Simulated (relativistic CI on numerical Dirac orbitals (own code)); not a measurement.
## Mo⁹⁺: q coefficients and field-shift factors

Computed by Dirac-Coulomb-Breit CI, KLI orbitals optimised for each configuration, derivatives by finite differences, unscaled Slater integrals, QED left out (own radial code, finite nucleus).

CI space (outside the closed core [Ar] 3d10): 4s2.4p3, 4s.4p4, 4p5, 4s2.4p2.4d, 4s.4p3.4d, 4s2.4p2.4f, 4s2.4p.4d2, 4s2.4d3, 4s.4p.4d3, 4s2.4d2.4f. Double excitations out of closed p, d and f shells are left out; levels of such configurations are missing from the list, as are those of other unlisted configurations, and high levels can miss mixing partners.

With x = (α/α₀)² − 1 an excitation energy changes as ω = ω₀ + qx; K = 2q/ω₀ is the relative enhancement. Terms are leading LS components, so labels can repeat. The field-shift factor is F = δν/δ⟨r²⟩ for the transition from the lowest level.

Lowest level 4s2.4p3 4S°_3/2.

```csv
Level,ω₀ (cm⁻¹),q (cm⁻¹),K,F (GHz/fm²)
4s2.4p3 2D°_3/2,28641,3585,0.25,-0.045
4s2.4p3 2D°_5/2,37216,13150,0.707,-0.121
4s2.4p3 2P°_1/2,57954,13610,0.47,-0.5
4s2.4p3 2P°_3/2,72389,36100,0.997,-0.814
4s.4p4 4P_5/2,233665,25660,0.22,-28.1
4s.4p4 4P_3/2,248391,41580,0.335,-28.1
4s.4p4 4P_1/2,253333,43670,0.345,-28.1
4s.4p4 2D_3/2,292184,33850,0.232,-24.9
4s.4p4 2D_5/2,296742,42070,0.284,-25.4
4s.4p4 2S_1/2,334134,34450,0.206,-24.2
4s.4p4 2P_3/2,339091,31850,0.188,-17.3
4s.4p4 2P_1/2,360857,55260,0.306,-18.9
4s2.4p2.4d 4F_3/2,368393,1379,0.00749,1.25
4s2.4p2.4d 4F_5/2,374525,7613,0.0407,1.48
4s2.4p2.4d 4F_7/2,384060,20080,0.105,1.4
4s2.4p2.4d 2F_5/2,387464,12090,0.0624,1.46
4s2.4p2.4d 4D_1/2,391470,19850,0.101,0.262
4s2.4p2.4d 4D_3/2,392918,19850,0.101,0.729
4s2.4p2.4d 2F_7/2,393328,18550,0.0943,1.42
4s2.4p2.4d 4F_9/2,393651,27840,0.141,1.32
4s2.4p2.4d 4D_5/2,400840,26870,0.134,1.16
4s2.4p2.4d 4D_7/2,415779,40480,0.195,1.14
4s2.4p2.4d 2G_7/2,430071,29960,0.139,1.3
```

At this charge energies of transitions that change n are usually good to better than 1 %, and those within a shell (Δn = 0) to a few per cent.
